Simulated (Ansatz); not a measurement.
Consider the substitution at a C–O bond: `F[B-]1(F)OC=CC=[O+]1` + `[OH][Mg][OH]` → `[OH][Mg-]1[O]C=CC=[O+]1` + `OB(F)F`.

Computed with Ansatz on PBE0-D4/def2-TZVP structures; ΔE is electronic, products minus reactants. CCSD(T)/CBS is the MP2 limit (def2-TZVPP, def2-QZVPP) plus CCSD(T) − MP2 in def2-TZVPP, frozen cores. This one scheme is used for every species. Functionals use def2-TZVPP. B3LYP here is the variant with VWN-RPA as its local correlation; programs differ in this. For Mg outer-core shells are correlated without core-valence functions, which leaves a few kJ/mol of doubt a bond. One conformer a species, not always the lowest.

`F[B-]1(F)OC=CC=[O+]1`:

Cartesian coordinates in Å:
```
F 0.814 2.056 1.184
B 1.108 0.892 0.557
F 2.423 0.589 0.463
O 0.537 0.960 -0.853
C -0.394 0.201 -1.262
C -0.985 -0.782 -0.489
C -0.511 -0.941 0.801
O 0.414 -0.236 1.308
H -0.710 0.372 -2.292
H -1.774 -1.406 -0.879
H -0.922 -1.705 1.461
```

`[OH][Mg][OH]`:

```xyz
5

O     1.682   -0.306    0.445
Mg    0.000   -0.003   -0.001
O    -1.683    0.293   -0.447
H     2.614   -0.386    0.294
H    -2.612    0.401   -0.291
```

`[OH][Mg-]1[O]C=CC=[O+]1`:

Z-matrix (Å, degrees):
```
Mg
O 1 1.942
O 1 1.945 2 93.2
O 1 1.784 2 130.7 3 -180.0
C 2 1.261 1 125.0 3 0.0
C 3 1.262 1 124.9 2 -0.0
H 4 0.949 1 144.3 2 179.8
C 5 1.395 2 126.7 1 -0.0
H 5 1.098 2 116.2 1 180.0
H 6 1.098 3 116.2 1 -180.0
H 8 1.082 5 118.3 2 -180.0
```

`OB(F)F`:

```xyz
5

O    -0.470   -0.319    0.843
B    -0.007    0.266   -0.277
F    -0.622    1.327   -0.755
F     1.058   -0.190   -0.925
H     0.042   -1.084    1.115
```

Task: Is it downhill or uphill in electronic energy at CCSD(T)/CBS, and by how much? (Estimate.)

Result: Computed: Downhill: ΔE = -124.0 kJ/mol.

Task: What do these levels give: LDA (SPW92), B97M-V, B3LYP-D4, r2SCANh-D4, CAM-B3LYP-D4, B2PLYP, PBE0, r2SCANh, LC-ωPBE, HF/def2-TZVPP, SCS-MP2/def2-TZVPP, CCSD/CBS(def2)? (An estimate is asked.)

Result: The calculation gave: LDA (SPW92) -99.1, B97M-V -126.1, B3LYP-D4 -127.9, r2SCANh-D4 -120.6, CAM-B3LYP-D4 -121.1, B2PLYP -126.2, PBE0 -122.2, r2SCANh -120.9, LC-ωPBE -113.7, HF/def2-TZVPP -145.2, SCS-MP2/def2-TZVPP -123.5, CCSD/CBS(def2) -126.8 kJ/mol.

Largest T1 diagnostic among the species: 0.017.

Leaving LDA and LC-ωPBE aside and taking each functional with its dispersion term where it has one, the values, not all of them listed here, spread over 12.3 kJ/mol, from BHLYP-D4 to ωB97X-V. LDA lies +22.3 kJ/mol from PBE without D4. In def2-TZVPP, CCSD(T) changes the Hartree–Fock value by +24.4 kJ/mol (the triples alone add +2.8 kJ/mol) and MP2 by +26.3 kJ/mol. At CCSD(T), def2-SVP lies −13.2 kJ/mol from the extrapolated value and def2-TZVPP +3.2 kJ/mol.
